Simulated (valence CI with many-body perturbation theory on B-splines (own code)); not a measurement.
**E1 line list for Tl31+**

Calculated by configuration interaction combined with many-body perturbation theory (CI+MBPT): four valence electrons over a frozen Dirac-Fock core [Kr] 4d10, radial functions for each j: 7 s, 7 p, 7 d, 7 f, 4 g, 2 h, with the one-electron correlation potential Σ1, the two-electron term Σ2, the three-electron term Σ3, Breit, model QED; selected CI, second order for the rest, scaled by the run's own slope (own B-spline code, finite nucleus).

No measured spectrum was set against this ion. As an estimate, large intervals hold to a few tenths of a per cent, small ones and those within an open d or f shell to about a per cent. Excitations out of the core, of the other parity, are not computed and may begin above about 195 eV (a cautious bound); beyond it only levels of the ground parity were kept, without lifetimes.

Lines 51 to 94 of 94 in falling wavelength, among levels below 1568800 cm⁻¹, chosen from the strongest by gf and those to the six lowest levels. Wavelengths and rates use the calculated energies. Electric multipoles are in the length gauge, E1 and E2 with the static RPA response of the core. Weak lines are less certain than strong ones. Lines between different terms over intervals too small for the method are left out, as are lines whose strength nearly cancels. Where a level lies close to another of its J and parity, the split of strength between their lines is uncertain. The highest levels of a list are the least certain.

Levels are named by their leading jj configuration (3d3/2^4 stands for four electrons in 3d with j = 3/2), which in mixed levels can hold well under half, so a name can repeat and another be missing. Letters in brackets count levels of one name in rising energy.

| λ vac (nm) | Upper | Lower | A (s⁻¹) | S (a.u.) with core polarisation | S without |
| --- | --- | --- | --- | --- | --- |
| 7.460 | (4f5/2^3 5s) J=4 | (4f5/2 4f7/2^3) J=5 [a] | 1.70e+03 | 3.14e-09 | 6.11e-09 |
| 7.456 | (4f5/2^3 5s) J=5 | (4f5/2 4f7/2^3) J=6 [b] | 3.79e+03 | 8.53e-09 | 1.57e-08 |
| 7.431 | (4f5/2^3 5s) J=4 | (4f5/2^2 4f7/2^2) J=4 [f] | 2.93e+02 | 5.34e-10 | 2.54e-09 |
| 7.424 | (4f5/2^3 5s) J=5 | (4f5/2 4f7/2^3) J=5 [b] | 3.08e+04 | 6.85e-08 | 1.91e-07 |
| 7.412 | (4f5/2^3 5s) J=5 | (4f5/2 4f7/2^3) J=4 [a] | 6.16e+04 | 1.36e-07 | 2.64e-07 |
| 7.410 | (4f5/2^3 5s) J=5 | (4f5/2 4f7/2^3) J=5 [a] | 1.02e+04 | 2.25e-08 | 3.48e-08 |
| 7.404 | (4f5/2^3 5s) J=4 | (4f5/2^2 4f7/2^2) J=3 [e] | 8.55e+02 | 1.54e-09 | 8.24e-10 |
| 7.385 | (4f5/2^3 5s) J=4 | (4f5/2 4f7/2^3) J=3 [a] | 2.66e+03 | 4.76e-09 | 1.79e-08 |
| 7.381 | (4f5/2^3 5s) J=5 | (4f5/2^2 4f7/2^2) J=4 [f] | 7.99e+02 | 1.75e-09 | 1.15e-08 |
| 7.368 | (4f5/2^3 5s) J=5 | (4f5/2 4f7/2^3) J=6 [a] | 9.33e+02 | 2.03e-09 | 1.06e-09 |
| 7.353 | (4f5/2^3 5s) J=4 | (4f5/2^3 4f7/2) J=4 [c] | 2.37e+04 | 4.19e-08 | 6.58e-08 |
| 7.336 | (4f5/2^3 5s) J=4 | (4f5/2^2 4f7/2^2) J=5 [d] | 1.26e+03 | 2.21e-09 | 2.19e-08 |
| 7.318 | (4f5/2^3 5s) J=4 | (4f5/2^2 4f7/2^2) J=3 [d] | 6.65e+03 | 1.16e-08 | 4.68e-08 |
| 7.312 | (4f5/2^3 5s) J=4 | (4f5/2^2 4f7/2^2) J=4 [e] | 8.17e+03 | 1.42e-08 | 1.98e-08 |
| 7.304 | (4f5/2^3 5s) J=5 | (4f5/2^3 4f7/2) J=4 [c] | 1.74e+05 | 3.69e-07 | 4.76e-07 |
| 7.293 | (4f5/2^3 5s) J=5 | (4f5/2^2 4f7/2^2) J=5 [e] | 3.87e+04 | 8.16e-08 | 2.37e-07 |
| 7.287 | (4f5/2^3 5s) J=5 | (4f5/2^2 4f7/2^2) J=5 [d] | 1.26e+04 | 2.66e-08 | 1.32e-07 |
| 7.267 | (4f5/2^3 5s) J=4 | (4f5/2^2 4f7/2^2) J=4 [d] | 3.06e+03 | 5.22e-09 | 1.34e-08 |
| 7.264 | (4f5/2^3 5s) J=5 | (4f5/2^2 4f7/2^2) J=4 [e] | 6.95e+04 | 1.45e-07 | 3.00e-07 |
| 7.261 | (4f5/2^3 5s) J=4 | (4f5/2^2 4f7/2^2) J=3 [c] | 3.40e+03 | 5.77e-09 | 8.56e-09 |
| 7.220 | (4f5/2^3 5s) J=5 | (4f5/2^2 4f7/2^2) J=4 [d] | 1.27e+03 | 2.59e-09 | 7.43e-10 |
| 7.199 | (4f5/2^3 5s) J=5 | (4f5/2^2 4f7/2^2) J=6 [d] | 1.87e+04 | 3.78e-08 | 9.24e-08 |
| 7.140 | (4f5/2^3 5s) J=4 | (4f5/2^2 4f7/2^2) J=5 [c] | 5.88e+03 | 9.50e-09 | 3.81e-08 |
| 7.129 | (4f5/2^3 5s) J=5 | (4f5/2^2 4f7/2^2) J=6 [c] | 1.01e+04 | 1.99e-08 | 8.16e-08 |
| 7.125 | (4f5/2^3 5s) J=4 | (4f5/2^2 4f7/2^2) J=3 [b] | 5.80e+02 | 9.32e-10 | 1.04e-10 |
| 7.114 | (4f5/2^3 5s) J=5 | (4f5/2^2 4f7/2^2) J=4 [c] | 1.69e+03 | 3.31e-09 | 3.77e-09 |
| 7.102 | (4f5/2^3 5s) J=4 | (4f5/2^3 4f7/2) J=4 [b] | 1.09e+04 | 1.74e-08 | 2.86e-08 |
| 7.094 | (4f5/2^3 5s) J=5 | (4f5/2^2 4f7/2^2) J=5 [c] | 1.35e+04 | 2.62e-08 | 1.61e-07 |
| 7.091 | (4f5/2^3 5s) J=4 | (4f5/2^2 4f7/2^2) J=5 [b] | 2.77e+03 | 4.39e-09 | 3.56e-08 |
| 7.058 | (4f5/2^3 5s) J=4 | (4f5/2^2 4f7/2^2) J=3 [a] | 5.82e+02 | 9.09e-10 | 1.85e-09 |
| 7.056 | (4f5/2^3 5s) J=5 | (4f5/2^3 4f7/2) J=4 [b] | 5.91e+04 | 1.13e-07 | 1.44e-07 |
| 7.046 | (4f5/2^3 5s) J=5 | (4f5/2^2 4f7/2^2) J=5 [b] | 4.22e+03 | 8.02e-09 | 2.31e-08 |
| 7.036 | (4f5/2^3 5s) J=4 | (4f5/2^2 4f7/2^2) J=4 [b] | 4.70e+03 | 7.27e-09 | 5.16e-08 |
| 7.027 | (4f5/2^3 5s) J=5 | (4f5/2^2 4f7/2^2) J=5 [a] | 8.81e+03 | 1.66e-08 | 1.02e-07 |
| 6.992 | (4f5/2^3 5s) J=5 | (4f5/2^2 4f7/2^2) J=4 [b] | 1.51e+03 | 2.81e-09 | 8.16e-09 |
| 6.965 | (4f5/2^3 5s) J=4 | (4f5/2^2 4f7/2^2) J=4 [a] | 5.33e+03 | 8.00e-09 | 3.66e-08 |
| 6.921 | (4f5/2^3 5s) J=5 | (4f5/2^2 4f7/2^2) J=4 [a] | 8.43e+03 | 1.52e-08 | 6.43e-09 |
| 6.878 | (4f5/2^3 5s) J=5 | (4f5/2^3 4f7/2) J=5 [b] | 1.46e+04 | 2.58e-08 | 9.77e-08 |
| 6.856 | (4f5/2^3 5s) J=4 | (4f5/2^3 4f7/2) J=3 [b] | 7.81e+02 | 1.12e-09 | 2.52e-09 |
| 6.826 | (4f5/2^3 5s) J=4 | (4f5/2^3 4f7/2) J=3 [a] | 4.52e+03 | 6.39e-09 | 6.14e-09 |
| 6.733 | (4f5/2^3 5s) J=5 | (4f5/2^3 4f7/2) J=4 [a] | 6.75e+03 | 1.12e-08 | 1.56e-08 |
| 6.697 | (4f5/2^3 5s) J=5 | (4f5/2^3 4f7/2) J=6 [a] | 7.32e+02 | 1.19e-09 | 5.14e-09 |
| 6.643 | (4f5/2^3 5s) J=4 | (4f5/2^3 4f7/2) J=5 [a] | 6.25e+02 | 8.14e-10 | 3.30e-09 |
| 6.603 | (4f5/2^3 5s) J=5 | (4f5/2^3 4f7/2) J=5 [a] | 8.77e+02 | 1.37e-09 | 1.34e-08 |
